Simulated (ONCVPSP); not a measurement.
**He (Z = 2) ONCV: all-electron and pseudo phase curves**

ONCVPSP 4.0.1 input, shortened (lines: element, Z, core and valence counts, functional; n l f; lmax; l rc ep ncon nbas qcut; lloc lpopt rc5 dvloc0; l nproj debl; icmod fcfact rcfact), PBE, scalar-relativistic:

```
  He 2.00    0    1        4      upf
    1    0    2.00
    1
    0    0.50    0.00    4    7   12.90
    1    0.50    0.09    3    8   18.90
    1    5    0.50    0.00
    0    1    1.10
    1    0    2.10
    0    0.00    0.00
```

The phase is arctan(r·R′/R) of the radial function R(r), unwrapped; energies in Ha, scanned from -2 to 5 Ha. A pole is an energy at which the radial function vanishes at the test radius. The pseudo phase is shifted by a multiple of π to meet the all-electron one at the reference energy, and phase errors are pseudo minus all-electron; the curves can meet again beyond the range given. Levels narrower than the energy grid can be missing from the lists of poles.

For each channel, where are the poles, and over which energies does the pseudopotential scatter like the atom?

```json
{"channel": "s", "radius (bohr)": "0.51", "reference energy (Ha)": "-0.58", "poles, all-electron": "none", "poles, pseudo": "none", "unbroken range about the reference energy with phases within 0.05 rad": "the whole range", "phase error 1 Ha above the reference energy (rad)": "+0.000"}
{"channel": "p", "radius (bohr)": "0.51", "reference energy (Ha)": "0.09", "poles, all-electron": "none", "poles, pseudo": "none", "unbroken range about the reference energy with phases within 0.05 rad": "the whole range", "phase error 1 Ha above the reference energy (rad)": "+0.000"}
```

Phases in the p channel:

```json
{"E (Ha)": "-1.98", "all-electron": "0.713", "pseudo": "0.713"}
{"E (Ha)": "-1.80", "all-electron": "0.702", "pseudo": "0.702"}
{"E (Ha)": "-1.62", "all-electron": "0.690", "pseudo": "0.690"}
{"E (Ha)": "-1.44", "all-electron": "0.678", "pseudo": "0.678"}
{"E (Ha)": "-1.26", "all-electron": "0.665", "pseudo": "0.665"}
{"E (Ha)": "-1.08", "all-electron": "0.653", "pseudo": "0.653"}
{"E (Ha)": "-0.90", "all-electron": "0.640", "pseudo": "0.640"}
{"E (Ha)": "-0.72", "all-electron": "0.626", "pseudo": "0.626"}
{"E (Ha)": "-0.54", "all-electron": "0.613", "pseudo": "0.613"}
{"E (Ha)": "-0.36", "all-electron": "0.598", "pseudo": "0.598"}
{"E (Ha)": "-0.18", "all-electron": "0.584", "pseudo": "0.584"}
{"E (Ha)": "0.00", "all-electron": "0.569", "pseudo": "0.569"}
{"E (Ha)": "0.18", "all-electron": "0.554", "pseudo": "0.554"}
{"E (Ha)": "0.36", "all-electron": "0.538", "pseudo": "0.538"}
{"E (Ha)": "0.54", "all-electron": "0.522", "pseudo": "0.522"}
{"E (Ha)": "0.72", "all-electron": "0.506", "pseudo": "0.506"}
{"E (Ha)": "0.90", "all-electron": "0.489", "pseudo": "0.489"}
{"E (Ha)": "1.08", "all-electron": "0.472", "pseudo": "0.472"}
{"E (Ha)": "1.26", "all-electron": "0.454", "pseudo": "0.454"}
{"E (Ha)": "1.44", "all-electron": "0.436", "pseudo": "0.436"}
{"E (Ha)": "1.62", "all-electron": "0.417", "pseudo": "0.417"}
{"E (Ha)": "1.80", "all-electron": "0.399", "pseudo": "0.399"}
{"E (Ha)": "1.98", "all-electron": "0.379", "pseudo": "0.379"}
{"E (Ha)": "2.16", "all-electron": "0.359", "pseudo": "0.359"}
{"E (Ha)": "2.34", "all-electron": "0.339", "pseudo": "0.339"}
{"E (Ha)": "2.52", "all-electron": "0.318", "pseudo": "0.318"}
{"E (Ha)": "2.70", "all-electron": "0.297", "pseudo": "0.297"}
{"E (Ha)": "2.88", "all-electron": "0.275", "pseudo": "0.275"}
{"E (Ha)": "3.06", "all-electron": "0.253", "pseudo": "0.253"}
{"E (Ha)": "3.24", "all-electron": "0.230", "pseudo": "0.231"}
{"E (Ha)": "3.42", "all-electron": "0.207", "pseudo": "0.208"}
{"E (Ha)": "3.60", "all-electron": "0.184", "pseudo": "0.184"}
{"E (Ha)": "3.78", "all-electron": "0.160", "pseudo": "0.161"}
{"E (Ha)": "3.96", "all-electron": "0.136", "pseudo": "0.136"}
{"E (Ha)": "4.14", "all-electron": "0.112", "pseudo": "0.112"}
{"E (Ha)": "4.32", "all-electron": "0.087", "pseudo": "0.087"}
{"E (Ha)": "4.50", "all-electron": "0.062", "pseudo": "0.062"}
{"E (Ha)": "4.68", "all-electron": "0.036", "pseudo": "0.037"}
{"E (Ha)": "4.86", "all-electron": "0.011", "pseudo": "0.011"}
```
